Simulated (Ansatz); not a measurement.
`[SiH3][NH][SbH2]` + `[NH2][GeH3]` → `[SiH3][NH][GeH3]` + `[NH2][SbH2]` at 298.15 K and 1 bar (ligand exchange at the Si–N bond).

Isolated molecules relaxed with PBE0-D4/def2-TZVP in Ansatz; ΔE leaves out vibrations. CCSD(T)/CBS adds triple-zeta CCSD(T) − MP2 to the extrapolated MP2 energy (def2 sets, frozen cores). Elements past krypton have def2 core potentials. For Ge, Sb outer-core shells are correlated without core-valence functions, which leaves a few kJ/mol of doubt a bond. Scalar relativity is left out up to krypton.

```tsv
species	CCSD(T)/CBS energy (Eh)	H − E (kJ/mol)	S (J/(mol·K))
`[SiH3][NH][SbH2]`	-587.40566	161.6	341.4
`[NH2][GeH3]`	-2133.81884	141.9	275.3
`[SiH3][NH][GeH3]`	-2424.11992	188.2	342.8
`[NH2][SbH2]`	-297.10356	115.6	278.3
```

H − E and S are ideal-gas, rigid-rotor, harmonic terms from PBE0-D4/def2-TZVP, for one conformer and one mirror image of each species. 1 Eh = 2625.50 kJ/mol, R = 8.31446 J/(mol·K).

Question: By hand: ΔE, ΔH, ΔS and ΔG.

Answer: ΔE = (-2424.11992) + (-297.10356) − (-587.40566) − (-2133.81884) = 0.00102 Eh = 2.7 kJ/mol. Δ(H − E) = 188.2 + 115.6 − 161.6 − 141.9 = 0.3, so ΔH = 3.0 kJ/mol. ΔS = 342.8 + 278.3 − 341.4 − 275.3 = 4.4 J/(mol·K). ΔG = 3.0 − 298.15 × (4.4)/1000 = 1.7 kJ/mol.

Question: By hand: the equilibrium constant, and the temperature at which ΔG would vanish if ΔH and ΔS stayed fixed.

Answer: log₁₀ K = −ΔG/(RT ln 10) = -0.3. ΔG = 0 at ΔH/ΔS = 682 K, though so small a ΔH makes that figure unsure.

TΔS isn't small against ΔH here. The sign of ΔG lies within the doubt. A doubt of 5 kJ/mol in ΔE shifts log₁₀ K by 0.9 here. Other conformers and mirror images would add mixing entropy, several J/(mol·K) or more a flexible species. Modes under 60 cm⁻¹, often nearly free rotors, make the harmonic entropy too high. These are equilibria of isolated gas molecules and say nothing of rates. Largest T1 diagnostic: 0.013 (customary marks: 0.02 for closed shells, 0.045 for open ones).
